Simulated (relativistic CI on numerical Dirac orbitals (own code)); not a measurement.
# Forbidden transitions in Ag³⁷⁺

Calculated at this level of theory: Dirac-Coulomb-Breit CI, separate exchange-only KLI orbitals for each configuration, QED by a radiative potential, unscaled Slater integrals (own radial code, finite nucleus).

Configurations in the expansion (outside the closed core 1s2): 2s2 2p6, 2s2 2p5 3s, 2s2 2p5 3p, 2s2 2p5 3d, 2s 2p6 3s, 2s 2p6 3p, 2s 2p6 3d, 2s2 2p5 4s, 2s2 2p5 4p, 2s2 2p5 4d, 2s2 2p5 4f, 2s 2p6 4s, 2s 2p6 4p, 2s2 2p4 3s2, 2s 2p6 4d, 2s 2p6 4f, 2s2 2p5 5s, 2s2 2p4 3s 3p, 2s2 2p5 5p, 2s2 2p5 5d, 2s2 2p5 5f, 2s2 2p5 5g, 2s2 2p4 3p2, 2s2 2p4 3s 3d, 2s2 2p4 3p 3d, 2s 2p5 3s2, 2s2 2p4 3d2, 2s 2p5 3s 3p, 2s 2p6 5s, 2s 2p5 3p2, 2s 2p5 3s 3d, 2s 2p6 5p, 2s 2p6 5d, 2s 2p6 5f, 2s 2p6 5g, 2s 2p5 3p 3d. Levels of other configurations are missing.

```
λ vac (Å)                 Lower                  Upper  Type   A (s⁻¹)  log gf
   3.2992      2s2 2p6 1S_0 [1]    2s 2p6 3d 1D_2 [37]    E2  6.54e+11   -2.27
   3.3154      2s2 2p6 1S_0 [1]    2s 2p6 3d 3D_2 [35]    E2  6.62e+10   -3.26
   3.6621      2s2 2p6 1S_0 [1]   2s2 2p5 3p 3D_2 [23]    E2  5.04e+10   -3.30
   3.7440      2s2 2p6 1S_0 [1]  2s2 2p5 3d 1D°_2 [17]    M2  2.01e+09   -4.67
   3.8634      2s2 2p6 1S_0 [1]    2s2 2p5 3p 3P_2 [8]    E2  4.46e+10   -3.30
   3.9258      2s2 2p6 1S_0 [1]    2s2 2p5 3p 3D_2 [5]    E2  4.51e+10   -3.28
   4.0259      2s2 2p6 1S_0 [1]   2s2 2p5 3s 3P°_2 [2]    M2  6.37e+07   -6.11
   70.599  2s2 2p5 3s 1P°_1 [3]  2s2 2p5 3s 3P°_0 [10]    M1  5.28e+07   -4.40
```

Terms are leading LS components. Brackets give the number of a level in order of energy, since labels repeat. The list gives strong lines, with weight on those to low levels, among the lowest 157 of 838 levels, so that lines to higher ones, which can be the strongest, are missing. Levels whose partners in the same complex of configurations lie outside the list can be far off, and so can their lines. Rates are taken at the computed energies, electric ones in the length gauge.

At this charge energies of transitions that change n are usually good to better than 1 %, and those within a shell (Δn = 0) to a few per cent.

LS names give the leading component of a level, which can be under half, so a name can repeat, a term be missing and a line seem to break the LS rules.
